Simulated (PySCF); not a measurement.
# Basis and Hamiltonian dependence of the excitation energy of Hg

Hg [Xe] 4f14 5d10 6s2 (1S) → Hg [Xe] 4f14 5d9 6s2 7s1 (3D). All values are computed (PySCF 2.14, energy differences of UHF-based or UKS calculations, no spin-orbit coupling). Values in eV.

| basis | Hamiltonian | functions | UHF | LDA | PBE0 | MP2 (valence) | CCSD(T) (valence) |
| --- | --- | --- | --- | --- | --- | --- | --- |
| aug-cc-pVDZ-PP with ECP60MDF | ECP | 54 | 11.540 | 12.993 | 12.634 | 13.114 | 12.836 |
| aug-cc-pwCVDZ-PP with ECP60MDF | ECP | 70 | 11.368 | 12.771 | 12.424 | 12.941 | 11.992 |
| def2-QZVPPD with the def2 core potential (60 electrons) | ECP | 88 | 12.153 | 13.311 | 12.992 | 13.704 | 13.471 |
| x2c-TZVPPall with one added diffuse shell each of s, p, d, f type | spin-free X2C | 113 | 11.424 | n/a | n/a | 13.108 | 12.868 |
| aug-cc-pwCVTZ-PP with ECP60MDF | ECP | 122 | 11.260 | 12.695 | 12.344 | 12.972 | n/a |

Frozen in the all-electron rows: valence: [Xe] 4f14; with a core potential, the same shells as far as they lie outside it.

At UHF, def2-QZVPPD with the def2 core potential (60 electrons) lies more than 0.3 eV from the median of the rows with comparable relativity. Of these, def2-QZVPPD with the def2 core potential (60 electrons) has no diffuse functions of the l that the added or promoted electron needs.

The upper state lies above the first ionisation limit, where it may autoionise and the basis confines it. A Rydberg-like electron needs more diffuse functions than a valence basis has.
